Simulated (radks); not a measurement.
Results of a calculation; reference values are marked as such.
Question: The mean radii <r> (bohr) of the occupied orbitals of an atom or ion are listed with their occupations. Level of theory: scalar-relativistic Kohn-Sham, PBE, spin-unpolarised, spherical densities, point nucleus (a radial shooting solver on a logarithmic mesh with Libxc functionals).

orbital  occ.      <r>
1s          2  0.04849
2s          2   0.2089
2p          4   0.1809

Name the element and its charge.

Answer: Z = 31, gallium, charge +23: Ga23+ in [He] 2s2 2p4. The 1s radius gives Z: for a bare nucleus <r> = (2 gamma + 1)/(2Z) with gamma = sqrt(1 - (Z/c)^2), 0.04755 bohr for Z = 31, and screening makes it slightly larger (0.04849 here). The occupations add up to 8, and the charge is Z minus that.
